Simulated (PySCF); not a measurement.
Compound: C₄H₈AlN.
SMILES: `C1#[N+][AlH2-][CH2]CC1`

Jobs on this species (14 atoms, 52 electrons) with PySCF (density fitting). Hardware of each: one thread, Arm Neoverse V1 (aarch64), no GPU, on a shared host. Times come from a shared host and carry two figures at best. Peak memory is the resident size of the whole Python process, interpreter and libraries included.

Question: Rank these jobs by wall time, shortest first.
A. PBE0/6-31+G*; 10 singlets by full TDDFT, 4 Tamm–Dancoff triplets, polarisability; 128 basis functions
B. PBE0-D3(BJ)/def2-SVP, grid level 1; geometry optimisation from a GFN2-xTB start shaken at random; 128 basis functions
C. PBE0/aug-cc-pVDZ; 10 singlets by full TDDFT, 4 Tamm–Dancoff triplets, polarisability; 214 basis functions

Answer: A (16 s), C (33 s), B (64 s).

All jobs:

```csv
level and settings,work,basis functions,SCF cycles,wall time,peak memory
PBE0/6-31+G*,"10 singlets by full TDDFT, 4 Tamm–Dancoff triplets, polarisability",128,13,16 s,0.72 GiB
PBE0/aug-cc-pVDZ,"10 singlets by full TDDFT, 4 Tamm–Dancoff triplets, polarisability",214,13,33 s,0.81 GiB
PBE0/def2-TZVP,"10 singlets by full TDDFT, 4 Tamm–Dancoff triplets, polarisability",240,14,40 s,0.91 GiB
PBE0/def2-TZVPD,"10 singlets by full TDDFT, 4 Tamm–Dancoff triplets, polarisability",300,14,58 s,1.1 GiB
"PBE0-D3(BJ)/def2-SVP, grid level 1",geometry optimisation from a GFN2-xTB start shaken at random,128,65,64 s,0.52 GiB
```

What do all jobs in the table cost together?

About 3.5 min; the longest takes about 30 % of that, and about 4 times as long as the shortest.
